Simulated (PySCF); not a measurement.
A structure optimised at PBE0-D3(BJ)/def2-SVP, used in a PySCF frequency run:

```xyz
12

C     -3.1726    -0.0748    -0.8164
C     -2.1838    -0.7643    -0.3072
C     -1.2154    -1.4962     0.1967
O      0.0288    -1.0708     0.5538
C      0.2656     0.2651     0.4946
C      1.4535     0.7231     0.1083
F      1.7644     1.9971     0.1130
F      2.4531    -0.0192    -0.2900
H     -3.9122     0.4283    -0.1810
H     -3.3008     0.0285    -1.9011
H     -1.3360    -2.5656     0.3888
H     -0.5230     0.9569     0.8003
```

### Question
Write its SMILES and formula.

### Answer
C=C=COC=C(F)F, C5H4F2O

### Question
What are its rotational constants (standard atomic weights)?

### Answer
4.3221, 1.0297, 0.88491 GHz
